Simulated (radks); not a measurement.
Gd7+, 57 electrons, occupied as [Xe] 4f3 (not the ground configuration).

Method: scalar-relativistic Kohn-Sham, PBEsol, spin-polarised, spherical densities, finite nucleus; open shells are filled with parallel spins first (spin-orbit coupling, left out, can overturn this in heavy ions); Fermi nuclear charge, rms radius 5.1569 fm; computed with a radial shooting solver on a logarithmic mesh with Libxc functionals.

Energy parts (eV):
total: -306229.94
kinetic: 328808.01
electron-nucleus: -740118.04
Hartree: 111610.10
exchange-correlation: -6530.00

Orbitals (lengths in bohr, moments of r in powers of bohr; r(90%) holds 90 % of the orbital's charge):
[
 {"orbital": "1s up", "occ.": "1", "eigenvalue (eV)": "-50196.82", "<1/r>": "71.62", "<r^4>": "1.142e-06", "<r^2>": "0.0006553", "r(90%)": "0.0396"},
 {"orbital": "1s down", "occ.": "1", "eigenvalue (eV)": "-50196.82", "<1/r>": "71.62", "<r^4>": "1.142e-06", "<r^2>": "0.0006553", "r(90%)": "0.0396"},
 {"orbital": "2s up", "occ.": "1", "eigenvalue (eV)": "-8394.832", "<1/r>": "16.61", "<r^4>": "0.0001819", "<r^2>": "0.01029", "r(90%)": "0.144"},
 {"orbital": "2s down", "occ.": "1", "eigenvalue (eV)": "-8394.787", "<1/r>": "16.61", "<r^4>": "0.0001819", "<r^2>": "0.01029", "r(90%)": "0.144"},
 {"orbital": "2p up", "occ.": "3", "eigenvalue (eV)": "-7485.667", "<1/r>": "15.51", "<r^4>": "0.0001359", "<r^2>": "0.008289", "r(90%)": "0.134"},
 {"orbital": "2p down", "occ.": "3", "eigenvalue (eV)": "-7485.635", "<1/r>": "15.51", "<r^4>": "0.0001359", "<r^2>": "0.008289", "r(90%)": "0.134"},
 {"orbital": "3s up", "occ.": "1", "eigenvalue (eV)": "-1964.463", "<1/r>": "6.093", "<r^4>": "0.007045", "<r^2>": "0.06835", "r(90%)": "0.359"},
 {"orbital": "3s down", "occ.": "1", "eigenvalue (eV)": "-1962.896", "<1/r>": "6.096", "<r^4>": "0.007030", "<r^2>": "0.06828", "r(90%)": "0.358"},
 {"orbital": "3p up", "occ.": "3", "eigenvalue (eV)": "-1682.781", "<1/r>": "5.729", "<r^4>": "0.007383", "<r^2>": "0.06852", "r(90%)": "0.364"},
 {"orbital": "3p down", "occ.": "3", "eigenvalue (eV)": "-1681.224", "<1/r>": "5.732", "<r^4>": "0.007364", "<r^2>": "0.06844", "r(90%)": "0.364"},
 {"orbital": "3d up", "occ.": "5", "eigenvalue (eV)": "-1310.115", "<1/r>": "5.435", "<r^4>": "0.005897", "<r^2>": "0.05759", "r(90%)": "0.345"},
 {"orbital": "3d down", "occ.": "5", "eigenvalue (eV)": "-1308.913", "<1/r>": "5.438", "<r^4>": "0.005874", "<r^2>": "0.05749", "r(90%)": "0.345"},
 {"orbital": "4s up", "occ.": "1", "eigenvalue (eV)": "-495.4062", "<1/r>": "2.602", "<r^4>": "0.1643", "<r^2>": "0.3376", "r(90%)": "0.784"},
 {"orbital": "4s down", "occ.": "1", "eigenvalue (eV)": "-492.0840", "<1/r>": "2.600", "<r^4>": "0.1646", "<r^2>": "0.3378", "r(90%)": "0.784"},
 {"orbital": "4p up", "occ.": "3", "eigenvalue (eV)": "-401.2647", "<1/r>": "2.403", "<r^4>": "0.2101", "<r^2>": "0.3772", "r(90%)": "0.835"},
 {"orbital": "4p down", "occ.": "3", "eigenvalue (eV)": "-398.0041", "<1/r>": "2.401", "<r^4>": "0.2108", "<r^2>": "0.3776", "r(90%)": "0.836"},
 {"orbital": "4d up", "occ.": "5", "eigenvalue (eV)": "-270.8417", "<1/r>": "2.145", "<r^4>": "0.3043", "<r^2>": "0.4389", "r(90%)": "0.919"},
 {"orbital": "4d down", "occ.": "5", "eigenvalue (eV)": "-267.6612", "<1/r>": "2.141", "<r^4>": "0.3070", "<r^2>": "0.4404", "r(90%)": "0.921"},
 {"orbital": "4f up", "occ.": "3", "eigenvalue (eV)": "-127.1776", "<1/r>": "1.751", "<r^4>": "0.6769", "<r^2>": "0.5881", "r(90%)": "1.12"},
 {"orbital": "4f down", "occ.": "0", "eigenvalue (eV)": "-124.1249", "<1/r>": "1.742", "<r^4>": "0.7094", "<r^2>": "0.5992", "r(90%)": "1.13"},
 {"orbital": "5s up", "occ.": "1", "eigenvalue (eV)": "-147.9801", "<1/r>": "1.122", "<r^4>": "3.599", "<r^2>": "1.602", "r(90%)": "1.69"},
 {"orbital": "5s down", "occ.": "1", "eigenvalue (eV)": "-146.6488", "<1/r>": "1.113", "<r^4>": "3.680", "<r^2>": "1.620", "r(90%)": "1.70"},
 {"orbital": "5p up", "occ.": "3", "eigenvalue (eV)": "-120.1987", "<1/r>": "1.003", "<r^4>": "5.418", "<r^2>": "1.954", "r(90%)": "1.88"},
 {"orbital": "5p down", "occ.": "3", "eigenvalue (eV)": "-119.1865", "<1/r>": "0.9951", "<r^4>": "5.548", "<r^2>": "1.978", "r(90%)": "1.89"}
]

The highest occupied level is 5p down at -119.19 eV. The configuration is held as typed, so some empty levels lie below it. The spin density at the nucleus is 0.382 e/bohr^3 (1s 0.009, 2s -0.678, 3s -9.521, 4s 2.662, 5s 7.909). The density falls to 0.001 e/bohr^3 at r = 2.76 bohr. The electron density at the nucleus is 6.575e+05 e/bohr^3 (large components only).
